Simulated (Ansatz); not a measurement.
Consider the redistribution: `[CH3][Sn][Cl]` + `[CH3][In]([CH3])[NH2]` → `[CH3][Sn][CH3]` + `[CH3][In]([NH2])[Cl]`.

Computed with Ansatz on PBE0-D4/def2-TZVP structures; ΔE is electronic, products minus reactants. CBS: MP2 limit from def2 TZ/QZ plus the TZ coupled-cluster correction, frozen cores. DFT in def2-TZVPP. B3LYP here is the variant with VWN-RPA as its local correlation; programs differ in this. HSE06 is defined as in plane-wave codes. Elements past krypton have def2 core potentials. For In, Sn outer-core shells are correlated without core-valence functions, which leaves a few kJ/mol of doubt a bond. Each species was taken in one conformer, which may not be the lowest.

```
           level  ΔE (kJ/mol)  difference from CCSD(T)/CBS
     LDA (SPW92)         23.6                          7.5
       r2SCAN-D4         17.1                          1.0
      r2SCANh-D4         16.2                          0.1
        HSE06-D4         16.8                          0.7
        BHLYP-D4         15.3                         -0.8
         ωB97X-V         16.0                         -0.1
           B3LYP         20.8                          4.7
       CAM-B3LYP         19.1                          3.0
CCSD(T)/def2-SVP          6.0                        -10.1
   HF/def2-QZVPP          7.9                         -8.2
     CCSD(T)/CBS         16.1                            0
```

Largest T1 diagnostic among the species: 0.013.

At CCSD(T), def2-SVP lies −10.1 kJ/mol from the extrapolated value and def2-TZVPP −3.2 kJ/mol. From BLYP to BHLYP (50 % exact exchange), in def2-TZVPP and without D4, ΔE moves by −8.4 kJ/mol. Leaving LDA and LC-ωPBE aside and taking each functional with its dispersion term where it has one, the values, not all of them listed here, spread over 8.8 kJ/mol, from PBE-QIDH to BLYP-D4.
